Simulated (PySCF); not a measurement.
Species: C₆H₉F₂ (doublet state).
SMILES with atom numbers: `[CH3:1][C:2]1[CH2:3][CH2:4][C@:5]1([F:6])[CH2:7][F:8]` (hydrogens: H9, H10, H11 on C1; H12, H13 on C3; H14, H15 on C4; H16, H17 on C7)

Structure used (GFN2-xTB), in Å, numbered top down from 1:
```
atom  x, y, z in Å
C1     1.7785   -1.1293    0.1474
C2     0.7673   -0.0715    0.0132
C3     0.7203    1.3723    0.3743
C4    -0.6615    1.4548   -0.3085
C5    -0.5989   -0.0619   -0.5651
F6    -0.6799   -0.4100   -1.9275
C7    -1.6742   -0.9243    0.1083
F8    -1.7412   -0.6437    1.4456
H9     1.4612   -1.8948    0.8647
H10    2.7213   -0.7090    0.4897
H11    1.9361   -1.6392   -0.8069
H12    1.5019    1.9949   -0.0697
H13    0.7019    1.5750    1.4490
H14   -0.6695    2.0283   -1.2313
H15   -1.4829    1.7665    0.3314
H16   -1.4313   -1.9861    0.0017
H17   -2.6561   -0.7100   -0.3261
```

The hyperfine couplings belong to this conformer and change with its torsions.

Computed, not measured: UKS B3LYP, pcH-1 on C F H, non-relativistic, mean-field spin-orbit, GIAO in PySCF. One conformer (not necessarily the lowest) at the GFN2-xTB geometry, without solvent, vibrations or thermal averaging. The geometry wasn't refined by DFT: couplings that depend on bond lengths, twists or pyramidal angles can differ widely from those at the functional's own minimum. Stability of the SCF solution: not tested.

**Question.** Give the principal g shifts and their parts.

**Answer.** 
```csv
Δg (ppm),1,2,3
relativistic mass correction,-155,-155,-155
gauge correction,21,52,33
orbital Zeeman/spin–orbit,-79,229,805
total,-213,125,682
```

So g = 2.00211, 2.00244, 2.00300 and g_iso = 2.00252; the tensor is rhombic: the two nearest values differ by 38 % of g3 − g1. 

**Question.** At 9.658 GHz, how far is the centre of the isotropic spectrum from where a free electron (g = 2.002319) resonates?

**Answer.** B = hν/(g μB) with μB/h = 13.99624 MHz/mT gives 344.62 mT for the free electron and 344.59 mT at g_iso, 0.03 mT lower.

**Question.** What are the electron Larmor frequencies g μB B/h along the three axes at 340 mT?

**Answer.** 9.5275, 9.5291, 9.5317 GHz for g1, g2 and g3, a range of 4.3 MHz.

**Question.** In a frozen sample, at which fields do the three g values resonate at 9.5, 34, 94 and 263 GHz (hyperfine left aside), and which band first spreads them over more than twice a line width of 0.3 mT?

**Answer.** 
| band | GHz | B(g3) mT | B(g2) mT | B(g1) mT | spread mT |
| --- | --- | --- | --- | --- | --- |
| X | 9.5 | 338.87 | 338.96 | 339.02 | 0.15 |
| Q | 34.0 | 1212.79 | 1213.13 | 1213.33 | 0.54 |
| W | 94.0 | 3353.01 | 3353.94 | 3354.51 | 1.50 |
| J | 263.0 | 9381.30 | 9383.91 | 9385.49 | 4.20 |

The spread grows in proportion to the frequency. W band is the first where it exceeds 0.6 mT.

The largest Mulliken spin populations are on C2 (+0.94), C3 (-0.09) and C1 (-0.07). No atom but C2 exceeds +0.15. The angles at C2 add up to 360.0°, so it is planar.

The HOMO–LUMO gaps are 6.66 eV among the α and 6.45 eV among the β orbitals.
